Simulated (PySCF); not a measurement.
CH4BeOS, SMILES [O](C)[Be][SH]. Atoms are numbered in the order given.

```xyz
8

Be     0.1042     0.0347     0.0616
O     -0.8255    -0.4513    -0.8499
C     -1.7972    -0.8723    -1.7377
H     -2.5526    -0.0834    -1.9073
H     -1.3530    -1.1325    -2.7153
H     -2.3207    -1.7674    -1.3561
S      1.4043     0.7144     1.2868
H      0.7278     0.2582     2.3691
```

Geometry: B3LYP-D3(BJ)/def2-SVP. One conformer was computed; it need not be the lowest.

Method: TDDFT-ωB97X/def2-SVPD (PySCF 2.14.0).

Vertical excitations. Gas-phase values at a fixed geometry.

```csv
state,energy (eV),λ (nm),f,main pairs
S1,6.07,204,0.033,"HOMO→LUMO 57 %, HOMO→LUMO+4 18 %, HOMO→LUMO+1 13 %"
S2,6.51,190,0.036,"HOMO→LUMO 32 %, HOMO→LUMO+4 30 %, HOMO→LUMO+1 29 %"
S3,7.36,168,0.003,"HOMO→LUMO+1 24 %, HOMO→LUMO+7 22 %, HOMO→LUMO+9 14 %, HOMO→LUMO+4 12 %"
S4,7.57,164,0.066,"HOMO→LUMO+3 50 %, HOMO→LUMO+6 23 %"
S5,7.74,160,0.024,HOMO−1→LUMO 71 %
S6,7.82,158,0.036,"HOMO−2→LUMO 54 %, HOMO−2→LUMO+2 12 %, HOMO→LUMO+2 9 %"
S7,7.87,158,0.024,"HOMO−3→LUMO 60 %, HOMO−3→LUMO+4 10 %"
S8,8.17,152,0.002,"HOMO−2→LUMO+1 65 %, HOMO−2→LUMO+4 15 %"
S9,8.31,149,0.007,"HOMO→LUMO+2 37 %, HOMO→LUMO+5 26 %, HOMO−2→LUMO 9 %, HOMO→LUMO+7 7 %"
S10,8.35,148,0.074,"HOMO−1→LUMO+1 44 %, HOMO−2→LUMO+3 12 %, HOMO−2→LUMO+6 7 %"
T1,5.70,217,0,"HOMO→LUMO 47 %, HOMO→LUMO+4 23 %, HOMO→LUMO+1 12 %"
T2,6.38,194,0,"HOMO→LUMO 39 %, HOMO→LUMO+4 31 %, HOMO→LUMO+1 20 %"
T3,6.96,178,0,"HOMO→LUMO+3 50 %, HOMO→LUMO+6 28 %, HOMO→LUMO+10 13 %"
T4,7.16,173,0,"HOMO→LUMO+1 33 %, HOMO→LUMO+7 22 %, HOMO→LUMO+9 16 %, HOMO→LUMO+8 6 %"
```
Triplets are in the Tamm–Dancoff approximation, which puts them higher than full response would, so one can lie above its singlet here.
